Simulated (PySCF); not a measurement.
## Dipole response of Co (cobalt, neutral)

[Ar] 3d7 4s2, high-spin 4F determinant. Calculation: PySCF 2.14, in aug-cc-pwCVQZ (11s10p8d5f4g3h, 185 functions); no relativity, point nucleus. Coupled (time-dependent) response in atomic units; α is the mean over directions.

```tsv
method	mean α (bohr³)	C₆ (like pair)	S(−4)
UHF	73.80	682.1	3734
```

S(−4) is the Cauchy moment in α(ω) = α(0) + S(−4) ω² + …

Reference α: 55 ± 4 bohr³ (recommended; Schwerdtfeger and Nagle, table of static dipole polarizabilities (2023 update)). Published C₆: 408.0 (Chu and Dalgarno (2004); Tang, Norbeck and Certain (1976)).

Hartree-Fock lies above the reference because it lacks correlation, which contracts the outer shell.

α(iu) at UHF:

| u (hartree) | α(iu) (bohr³) |
| --- | --- |
| 0 | 73.80 |
| 0.0500 | 66.34 |
| 0.100 | 52.50 |
| 0.200 | 30.05 |
| 0.300 | 18.49 |
| 0.500 | 9.240 |
| 0.750 | 5.298 |
| 1.00 | 3.614 |
| 1.50 | 2.143 |
| 2.00 | 1.484 |
| 3.00 | 0.8678 |
| 5.00 | 0.4176 |

A single London oscillator, α(iu) = α/(1 + u²/ω²), gives C₆ = (3/4) ω α². Matching the computed C₆ needs ω = 4 × 682.1 / (3 × 73.80²) = 0.167 hartree.
